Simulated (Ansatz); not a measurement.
C$_{2}$H$_{8}$AlClSi, SMILES `C[CH]([AlH2])[SiH2]Cl`. The species carries charge 0 and has multiplicity 1. The structure was optimised at the PBE0-D4/def2-TZVP level. It is one conformer, not always the lowest.

```xyz
13

C    -0.966    1.308    0.298
C    -0.596   -0.170    0.115
Al    0.913   -0.753    1.312
Si    0.218   -0.572   -1.475
Cl    2.269   -0.762   -0.855
H    -1.338    1.500    1.307
H    -0.099    1.960    0.159
H    -1.738    1.640   -0.403
H    -1.458   -0.829    0.257
H     0.994   -2.286    1.716
H     1.624    0.388    2.156
H    -0.091   -1.897   -2.060
H     0.269    0.473   -2.527
```

(1) What is the dipole moment at r2SCAN/def2-TZVPP? (An estimate is asked.)

(2) And with PBE, B3LYP, ωB97M-V? (Best estimate.)

(3) Give the Mulliken charges with r2SCAN, PBE, ωB97M-V in def2-TZVPP. (Estimate.)

Results:

(1) Ansatz gave: 2.39 D, with components (-1.65, 0.58, -1.63) D in this frame, pointing from negative to positive charge.

(2) Computed: PBE 2.32 D, B3LYP 2.40 D, ωB97M-V 2.42 D.

(3) Computed: 
```json
{"atom": "C1", "r2SCAN": "-0.14", "PBE": "-0.27", "ωB97M-V": "-0.33"}
{"atom": "C2", "r2SCAN": "-0.28", "PBE": "-0.21", "ωB97M-V": "-0.39"}
{"atom": "Al3", "r2SCAN": "0.46", "PBE": "0.33", "ωB97M-V": "0.37"}
{"atom": "Si4", "r2SCAN": "0.43", "PBE": "0.32", "ωB97M-V": "0.32"}
{"atom": "Cl5", "r2SCAN": "-0.21", "PBE": "-0.17", "ωB97M-V": "-0.17"}
{"atom": "H6", "r2SCAN": "0.05", "PBE": "0.09", "ωB97M-V": "0.12"}
{"atom": "H7", "r2SCAN": "0.06", "PBE": "0.10", "ωB97M-V": "0.12"}
{"atom": "H8", "r2SCAN": "0.05", "PBE": "0.09", "ωB97M-V": "0.11"}
{"atom": "H9", "r2SCAN": "0.07", "PBE": "0.09", "ωB97M-V": "0.12"}
{"atom": "H10", "r2SCAN": "-0.18", "PBE": "-0.14", "ωB97M-V": "-0.13"}
{"atom": "H11", "r2SCAN": "-0.17", "PBE": "-0.14", "ωB97M-V": "-0.13"}
{"atom": "H12", "r2SCAN": "-0.06", "PBE": "-0.04", "ωB97M-V": "-0.01"}
{"atom": "H13", "r2SCAN": "-0.06", "PBE": "-0.04", "ωB97M-V": "-0.01"}
```

B3LYP here is the variant with VWN-RPA as its local correlation; programs differ in this.
